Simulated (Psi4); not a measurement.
CH$_{4}$CdO, singlet, at a GFN2-xTB geometry (such geometries of metal compounds can be far from the true shape) (core potentials on Cd); PBE/def2-SVPD (Psi4 1.11).

Here is a job for Psi4.
```
memory 2 GB

molecule {
0 1
Cd   -0.00487307   -0.08356923    0.59918158
H    -0.39221381    1.33113832    1.30147417
O     0.25304425   -0.48349664   -1.32900058
C    -0.12122165    0.62238678   -2.08368966
H    -0.34854814    1.53668924   -1.46891107
H     0.69101360    0.88522822   -2.77451626
H    -1.01336810    0.39191938   -2.68462003
}

set {
  basis def2-svpd
}

energy('pbe')
print_variables()
```

Predict the main parts of the log of this Psi4 run.


```
   => Loading Basis Set <=

    Name: DEF2-SVPD
    Role: ORBITAL
    Keyword: BASIS

    !!!  WARNING: ECP capability is in beta. Please check occupations closely.  !!!

         ---------------------------------------------------------
                                   SCF
               by Justin Turney, Rob Parrish, Andy Simmonett
                          and Daniel G. A. Smith
                              RKS Reference
         ---------------------------------------------------------

  ==> Geometry <==

    Molecular point group: c1
    Full point group: C1

    Geometry (in Angstrom), charge = 0, multiplicity = 1:

       Center              X                  Y                   Z               Mass
    ------------   -----------------  -----------------  -----------------  -----------------
         CD          -0.011494530385    -0.045151707572     0.487369634492   113.903365090000
         H           -0.398835270385     1.369555842428     1.189662224492     1.007825032230
         O            0.246422789615    -0.445079117572    -1.440812525508    15.994914619570
         C           -0.127843110385     0.660804302428    -2.195501605508    12.000000000000
         H           -0.355169600385     1.575106762428    -1.580723015508     1.007825032230
         H            0.684392139615     0.923645742428    -2.886328205508     1.007825032230
         H           -1.019989560385     0.430336902428    -2.796431975508     1.007825032230

  Running in c1 symmetry.

  Rotational constants: A =      1.09481  B =      0.11904  C =      0.10962 [cm^-1]
  Rotational constants: A =  32821.48133  B =   3568.78439  C =   3286.44317 [MHz]
  Nuclear repulsion =  118.573634879201265

  Charge       = 0
  Multiplicity = 1
  Electrons    = 38
  Nalpha       = 19
  Nbeta        = 19

  ==> Algorithm <==

  SCF Algorithm Type is DF.
  DIIS enabled.
  MOM disabled.
  Fractional occupation disabled.
  Guess Type is SAD.
  Energy threshold   = 1.00e-06
  Density threshold  = 1.00e-06
  Integral threshold = 1.00e-12

  ==> Primary Basis <==

  Basis Set: DEF2-SVPD
    Blend: DEF2-SVPD
    Number of shells: 45
    Number of basis functions: 109
    Number of Cartesian functions: 118
    Spherical Harmonics?: true
    Max angular momentum: 3

  Core potential: DEF2-SVPD
    Number of shells: 4
    Number of ECP primitives: 14
    Number of ECP core electrons: 28
    Max angular momentum: 3

  ==> DFT Potential <==

   => LibXC <=

    Version 7.1.2
    S. Lehtola, C. Steigemann, M. J. T. Oliveira, and M. A. L. Marques,  SoftwareX 7, 1–5 (2018) (10.1016/j.softx.2017.11.002)

   => Composite Functional: PBE <=

    PBE GGA Exchange-Correlation Functional

    J.P. Perdew et. al., Phys. Rev. Lett., 77(18), 3865-3868, 1996

    Deriv               =              1
    GGA                 =           TRUE
    Meta                =          FALSE

    Exchange Hybrid     =          FALSE
    MP2 Hybrid          =          FALSE

   => Exchange Functionals <=

    1.0000     XC_GGA_X_PBE

   => Correlation Functionals <=

    1.0000     XC_GGA_C_PBE

   => LibXC Density Thresholds  <==

    XC_GGA_C_PBE:  1.00E-12
    XC_GGA_X_PBE:  1.00E-15

   => Molecular Quadrature <=

    Radial Scheme          =       TREUTLER
    Pruning Scheme         =           NONE
    Nuclear Scheme         =       TREUTLER

    Blocking Scheme        =         OCTREE
    BS radius alpha        =              1
    Pruning alpha          =              1
    Radial Points          =             75
    Spherical Points       =            302
    Total Points           =         151621
    Total Blocks           =           1205
    Max Points             =            256
    Max Functions          =            109
    Weights Tolerance      =       1.00E-15

   => Loading Basis Set <=

    Name: (DEF2-SVPD AUX)
    Role: JKFIT
    Keyword: DF_BASIS_SCF

  ==> Integral Setup <==

  SCF_SUBTYPE=INCORE selected. In-core MEM_DF algorithm will be used.
  Using in-core AOs.

  ==> MemDFJK: Density-Fitted J/K Matrices <==

    J tasked:                   Yes
    K tasked:                    No
    wK tasked:                   No
    Algorithm:                 Core
    Schwarz Cutoff:           1E-12
    Mask sparsity (%):       0.2188
    Fitting Condition:        1E-10

   => Auxiliary Basis Set <=

  Basis Set: (DEF2-SVPD AUX)
    Blend: DEF2-UNIVERSAL-JKFIT
    Number of shells: 123
    Number of basis functions: 479
    Number of Cartesian functions: 646
    Spherical Harmonics?: true
    Max angular momentum: 6

  Minimum eigenvalue in the overlap matrix is 5.9597035580E-04.
  Reciprocal condition number of the overlap matrix is 7.0775394863E-05.
    Using symmetric orthogonalization.

  ==> Pre-Iterations <==

  SCF Guess: Superposition of Atomic Densities via on-the-fly atomic UHF (no occupation information).

   -------------------------
    Irrep   Nso     Nmo
   -------------------------
     A        109     109
   -------------------------
    Total     109     109
   -------------------------

  ==> Iterations <==

                           Total Energy        Delta E     RMS |[F,P]|

   @DF-RKS iter SAD:  -282.34750421850038   -2.82348e+02   0.00000e+00
   @DF-RKS iter   1:  -282.75832936738328   -4.10825e-01   8.54787e-03 ADIIS/DIIS
   @DF-RKS iter   2:  -275.92025033001016    6.83808e+00   2.63732e-02 ADIIS/DIIS
   @DF-RKS iter   3:  -283.10046877145629   -7.18022e+00   3.73292e-03 ADIIS/DIIS
   @DF-RKS iter   4:  -283.13503016492939   -3.45614e-02   3.34731e-03 ADIIS/DIIS
   @DF-RKS iter   5:  -283.18907928180380   -5.40491e-02   6.00417e-04 ADIIS/DIIS
   @DF-RKS iter   6:  -283.19053135223714   -1.45207e-03   2.22972e-04 ADIIS/DIIS
   @DF-RKS iter   7:  -283.19078230321855   -2.50951e-04   4.86790e-05 DIIS
   @DF-RKS iter   8:  -283.19079302508612   -1.07219e-05   1.46674e-05 DIIS
   @DF-RKS iter   9:  -283.19079435058779   -1.32550e-06   3.87070e-06 DIIS
   @DF-RKS iter  10:  -283.19079445681228   -1.06224e-07   8.14932e-07 DIIS
  Energy and wave function converged.

  ==> Post-Iterations <==

   Electrons on quadrature grid:
      Ntotal   =   38.0000125943 ; deviation = 1.259e-05

    Orbital Energies [Eh]
    ---------------------

    Doubly Occupied:

       1A    -18.726715     2A     -9.923806     3A     -4.010827
       4A     -2.555741     5A     -2.554242     6A     -2.549958
       7A     -0.865779     8A     -0.574328     9A     -0.496893
      10A     -0.479260    11A     -0.476851    12A     -0.476484
      13A     -0.474418    14A     -0.385870    15A     -0.370805
      16A     -0.346723    17A     -0.287218    18A     -0.211554
      19A     -0.196962

    Virtual:

      20A     -0.107982    21A     -0.043459    22A      0.001333
      23A      0.036414    24A      0.066526    25A      0.071778
      26A      0.087100    27A      0.090371    28A      0.116262
      29A      0.129571    30A      0.144736    31A      0.148366
      32A      0.153495    33A      0.159543    34A      0.177415
      35A      0.185138    36A      0.201766    37A      0.241553
      38A      0.251485    39A      0.277454    40A      0.296360
      41A      0.305195    42A      0.330460    43A      0.337930
      44A      0.347921    45A      0.352273    46A      0.355693
      47A      0.382367    48A      0.396274    49A      0.415059
      50A      0.438911    51A      0.459164    52A      0.495320
      53A      0.514615    54A      0.539496    55A      0.552971
      56A      0.587614    57A      0.588069    58A      0.617491
      59A      0.656211    60A      0.690169    61A      0.691964
      62A      0.706026    63A      0.715816    64A      0.767638
      65A      0.787352    66A      0.827531    67A      0.879756
      68A      0.899554    69A      0.912385    70A      0.939980
      71A      0.949803    72A      0.978076    73A      1.067282
      74A      1.084568    75A      1.442127    76A      1.453544
      77A      1.490666    78A      1.503215    79A      1.590003
      80A      1.619947    81A      1.660869    82A      1.694940
      83A      1.798937    84A      1.812110    85A      1.842722
      86A      1.869179    87A      1.928727    88A      1.950763
      89A      2.011573    90A      2.265808    91A      2.348710
      92A      2.359767    93A      2.425778    94A      2.583047
      95A      2.588846    96A      2.598555    97A      2.610837
      98A      2.619446    99A      2.672845   100A      2.696004
     101A      2.801248   102A      2.807198   103A      2.900321
     104A      2.952124   105A      2.981842   106A      3.044314
     107A      3.067272   108A      3.435494   109A     56.704345

    Final Occupation by Irrep:
              A
    DOCC [    19 ]
    NA   [    19 ]
    NB   [    19 ]

  @DF-RKS Final Energy:  -283.19079445681228

   => Energetics <=

    Nuclear Repulsion Energy =            118.5736348792012649
    One-Electron Energy =                -689.8974896987782586
    Two-Electron Energy =                 318.8746223186129214
    DFT Exchange-Correlation Energy =     -30.7415619558481552
    Empirical Dispersion Energy =           0.0000000000000000
    VV10 Nonlocal Energy =                  0.0000000000000000
    Total Energy =                       -283.1907944568122844

Computation Completed

Properties will be evaluated at   0.000000,   0.000000,   0.000000 [a0]

Properties computed using the SCF density matrix

 Multipole Moments:

 ------------------------------------------------------------------------------------
     Multipole            Electronic (a.u.)      Nuclear  (a.u.)        Total (a.u.)
 ------------------------------------------------------------------------------------

 L = 1.  Multiply by 2.5417464519 to convert [e a0] to [Debye]
 Dipole X            :          0.1561168           -0.2176383           -0.0615215
 Dipole Y            :         -7.3269831            7.1805888           -0.1463942
 Dipole Z            :         40.5559096          -39.7332646            0.8226451
 Magnitude           :                                                    0.8378312

 ------------------------------------------------------------------------------------

  Variable Map:
  ----------------------------------------------------------------------------
  "CURRENT ENERGY"              =>    -283.190794456812
  "CURRENT REFERENCE ENERGY"    =>    -283.190794456812
  "DD SOLVATION ENERGY"         =>       0.000000000000
  "DFT FUNCTIONAL TOTAL ENERGY" =>    -283.190794456812
  "DFT TOTAL ENERGY"            =>    -283.190794456812
  "DFT VV10 ENERGY"             =>       0.000000000000
  "DFT XC ENERGY"               =>     -30.741561955848
  "GRID ELECTRONS ALPHA"        =>      19.000006297131
  "GRID ELECTRONS BETA"         =>      19.000006297131
  "GRID ELECTRONS TOTAL"        =>      38.000012594262
  "NUCLEAR REPULSION ENERGY"    =>     118.573634879201
  "ONE-ELECTRON ENERGY"         =>    -689.897489698778
  "PCM POLARIZATION ENERGY"     =>       0.000000000000
  "PE ENERGY"                   =>       0.000000000000
  "SCF ITERATION ENERGY"        =>    -283.190794456812
  "SCF ITERATIONS"              =>      10.000000000000
  "SCF TOTAL ENERGY"            =>    -283.190794456812
  "TWO-ELECTRON ENERGY"         =>     318.874622318613
  "XC GRID RADIAL POINTS"       =>      75.000000000000
  "XC GRID SPHERICAL POINTS"    =>     302.000000000000
  "XC GRID TOTAL POINTS"        =>  151621.000000000000

  Array Variable Map:
  ----------------------------------------------------------------------------
  "CURRENT DIPOLE"              =>      -0.061521482539 ... 0.822645062180 1 by 3
  "SCF DIPOLE"                  =>      -0.061521482539 ... 0.822645062180 1 by 3
  "SCF TOTAL ENERGIES"          =>    -282.347504218500 ... -283.190794456812 1 by 11
```
